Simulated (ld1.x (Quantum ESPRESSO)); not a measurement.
**hafnium: excitation energies, all-electron against PAW**

| Quantity | Value |
| --- | --- |
| Element | hafnium |
| Generator | ld1.x (Quantum ESPRESSO) 7.5 |
| Type | PAW |
| Functional | PBE |
| Relativity | scalar-relativistic |
| Frozen core | [Kr] 4d10 4f14 |
| Valence charge | 12 |
| Reference configuration | 5s2 5p6 5d2 6s2 6p0 |
| Partial waves | 5s (bound): rcut 1.70, rcutus 1.90 bohr; 6s (bound): rcut 1.70, rcutus 1.90 bohr; 5p (bound): rcut 1.80, rcutus 1.90 bohr; 6p (bound, empty): rcut 1.80, rcutus 1.90 bohr; 5d (bound): rcut 1.75, rcutus 2.25 bohr; 5d channel at 1.2 Ry: rcut 1.75, rcutus 2.25 bohr; 5f channel at -0.2 Ry: rcut 1.70, rcutus 2.30 bohr; 5f channel at 2.3 Ry: rcut 1.70, rcutus 2.30 bohr |
| Local potential | all-electron potential smoothed inside 1.45 bohr (lloc = -1) |
| Core correction | Bessel-smoothed model core, default radius (core density twice the valence density) |
| Augmentation charge | GAUSS, radius 1.70 bohr |

Energies are relative to the spin-unpolarised reference configuration 5s2 5p6 5d2 6s2 6p0; without spin polarisation the order of configurations can differ from experiment.

(1) Give the all-electron excitation energy and the error of the potential for: 5s2 5p6 5d2 6s1 6p0; 5s2 5p6 5d2 6s0 6p0; 5s2 5p6 5d1 6s0 6p0; 5s2 5p6 5d2 6s0 6p1; 5s2 5p6 5d3 6s1 6p0; 5s2 5p6 5d2.5 6s1.5 6p0; 5s2 5p6 5d3 6s0 6p0.

Levels in the configuration 5s2 5p6 5d1 6s0 6p0:

| level | all-electron (eV) | pseudo (eV) |
| --- | --- | --- |
| 5s | -94.266 | -94.542 |
| 5p | -62.510 | -62.733 |
| 5d | -27.126 | -27.237 |

Note: ghost state, extra bound levels that the all-electron valence spectrum of the same l lacks: f at -10.0 eV. A true bound ghost makes a file unfit for plane-wave use.

Answers

(1)

```tsv
valence configuration	charge	ΔE all-electron (eV)	error AE − PS (meV)
5s2 5p6 5d2 6s1 6p0	+1	7.976	-2.5
5s2 5p6 5d2 6s0 6p0	+2	22.156	-6.6
5s2 5p6 5d1 6s0 6p0	+3	43.950	-68
5s2 5p6 5d2 6s0 6p1	+1	12.655	+0.6
5s2 5p6 5d3 6s1 6p0	0	2.593	-5.1
5s2 5p6 5d2.5 6s1.5 6p0	0	1.255	-2.4
5s2 5p6 5d3 6s0 6p0	+1	9.989	-5.8
```
